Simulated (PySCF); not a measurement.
**Ionisation energy of Cr⁸⁺ by level of theory**

Cr⁸⁺ [Ne] 3s2 3p4 [3p1/2^2 3p3/2^2, M_J = 2] → Cr⁹⁺ [Ne] 3s2 3p3 [3p1/2^2 3p3/2^1, M_J = 3/2], as a difference of total energies. All numbers are calculated (PySCF 2.14, the two-component X2C-1e Hamiltonian, in an even-tempered Gaussian basis (20 s from 0.43 bohr⁻², ratio 2.4; 14 p from 0.56 bohr⁻², ratio 2.4; 5 d from 3.6 bohr⁻², ratio 2.6; 4 f from 5.4 bohr⁻², ratio 2.6)). Correlated levels: 1s2 frozen; the 52 highest virtual spinors dropped. "Screened" scales the spin-orbit matrix elements by Boettger's factors to mimic the two-electron term; Breit and QED terms are absent.

```json
{"method": "GHF (spin-free)", "ionisation energy (eV)": "207.51"}
{"method": "GMP2 (spin-free)", "ionisation energy (eV)": "208.48"}
{"method": "GHF (screened spin-orbit)", "ionisation energy (eV)": "207.98"}
{"method": "GMP2 (screened spin-orbit)", "ionisation energy (eV)": "208.94"}
```

Question: How much does correlation contribute at GMP2 (screened spin-orbit)?

Answer: 208.94 − (207.98) = 0.96 eV, measured against GHF (screened spin-orbit).

The labels give the starting determinants; with spin-orbit coupling the two ends relaxed to ⟨J²⟩ = 6.01, ⟨L²⟩ = 2.11, ⟨S²⟩ = 1.95 and ⟨J²⟩ = 3.75, ⟨L²⟩ = 0.02, ⟨S²⟩ = 3.72.

For comparison: 209.5 ± 0.3 eV (semi-empirical (NIST evaluation); NIST Atomic Spectra Database, ionization energies).
